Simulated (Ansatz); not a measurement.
`c1ccc2c(c1)oc1c3ccccc3oc21` was relaxed with PBE0-D4 (def2-SVP) in Ansatz in these states: charge +1 doublet, neutral singlet. The geometries follow in no particular order.

A:

```xyz
24

C    -2.5303   -3.3230   -0.9060
C    -3.3913   -2.3387   -0.3937
C    -2.9115   -1.0998    0.0132
C    -1.5381   -0.8505   -0.0976
C    -0.6854   -1.8621   -0.6185
C    -1.1607   -3.0989   -1.0260
O     0.6230   -1.4701   -0.6640
C     0.6254   -0.2098   -0.1760
C     1.5381    0.8506    0.0975
C     2.9116    1.0997   -0.0130
C     3.3914    2.3383    0.3948
C     2.5303    3.3231    0.9059
C     1.1606    3.0990    1.0257
C     0.6854    1.8623    0.6181
O    -0.6230    1.4701    0.6640
C    -0.6254    0.2100    0.1757
H    -2.9414   -4.2861   -1.2170
H    -4.4595   -2.5535   -0.3160
H    -3.5828   -0.3364    0.4107
H    -0.4812   -3.8556   -1.4218
H     3.5826    0.3365   -0.4110
H     4.4594    2.5537    0.3154
H     2.9416    4.2858    1.2177
H     0.4812    3.8555    1.4219
```

B:

```xyz
24

C     0.511    3.697   -2.019
C     1.397    3.770   -0.928
C     1.509    2.725   -0.028
C     0.703    1.585   -0.241
C    -0.187    1.544   -1.359
C    -0.302    2.576   -2.256
O    -0.900    0.357   -1.419
C    -0.488   -0.347   -0.378
C    -0.703   -1.586    0.241
C    -1.509   -2.725    0.028
C    -1.398   -3.770    0.928
C    -0.510   -3.697    2.019
C     0.302   -2.576    2.256
C     0.187   -1.544    1.359
O     0.900   -0.357    1.419
C     0.488    0.347    0.378
H     0.449    4.542   -2.709
H     2.004    4.667   -0.796
H     2.193    2.771    0.822
H    -0.988    2.525   -3.103
H    -2.193   -2.771   -0.821
H    -2.003   -4.668    0.795
H    -0.450   -4.542    2.710
H     0.988   -2.525    3.103
```

Question: Judge from the bond lengths which geometry belongs to which state (an estimate).

Answer: A is the neutral singlet (C8–C16 1.365 Å, O15–C16 1.351 Å, O7–C8 1.351 Å); B is the charge +1 doublet (C8–C16 1.417 Å, O15–C16 1.323 Å, O7–C8 1.323 Å).
